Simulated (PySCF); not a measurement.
diphosphane cation (H4P2), SMILES PP (connectivity only; charge and spin as stated), charge +1, multiplicity 2. Atoms are numbered in the order given.

```xyz
6

P     -1.0673    -0.1218     0.0000
P      1.0673     0.1218     0.0000
H     -1.4744     0.6611     1.1002
H     -1.4744     0.6611    -1.1002
H      1.4744    -0.6611     1.1002
H      1.4744    -0.6611    -1.1002
```
Charge +1, spin multiplicity 2.

The structure is a stationary point at B3LYP-D3(BJ)/def2-TZVP. The spin state was assumed, not searched.

Calculation: PySCF with PBE0/def2-TZVPD.

Mulliken values depend strongly on the basis, most of all with diffuse functions as here. Atomic charges (e):

```
atom  meta-Löwdin  Mulliken  Mulliken spin
----  -----------  --------  -------------
P1              ?     -0.05           0.47
P2              ?     -0.05           0.47
H3              ?      0.27           0.02
H4              ?      0.27           0.02
H5              ?      0.27           0.02
H6              ?      0.27           0.02
```

Question: What belongs in the gaps? (Estimate from the structure and the level; the computed values follow.)

Answer: 
- P1, meta-Löwdin: 0.31
- P2, meta-Löwdin: 0.31
- H3, meta-Löwdin: 0.09
- H4, meta-Löwdin: 0.09
- H5, meta-Löwdin: 0.09
- H6, meta-Löwdin: 0.09
